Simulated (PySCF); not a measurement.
A compound of formula C22H14 has these computed shifts in ppm, with the number of atoms in brackets (GIAO PBE/pcSseg-1, gas phase, PySCF SCF with an in-house response code, fitting set def2-universal-JFIT, grid level 2, non-relativistic, geometry: GFN2-xTB; 13C, 1H against isolated TMS).

13C: 165.4 (1), 158.0 (1), 155.6 (1), 154.8 (1), 151.8 (1), 151.5 (1), 150.1 (1), 145.6 (1), 142.6 (1), 142.5 (1), 139.0 (1), 137.9 (1), 137.2 (1), 137.1 (1), 136.6 (1), 131.6 (1), 130.6 (1), 130.3 (1), 130.2 (1), 123.7 (1), 122.7 (1), 119.8 (1)
1H: 7.48 (1), 7.35 (1), 7.32 (1), 7.30 (1), 6.36 (1), 6.34 (1), 5.92 (1), 5.70 (1), 5.64 (1), 5.31 (1), 3.95 (1), 3.86 (1), 3.07 (1), 2.84 (1)

**Question.** Which structure gave them?

**Answer.** C1=CC=c2cc3cccc4c3=c(cc2C=C1)c1ccccc14. Other isomers were not compared.
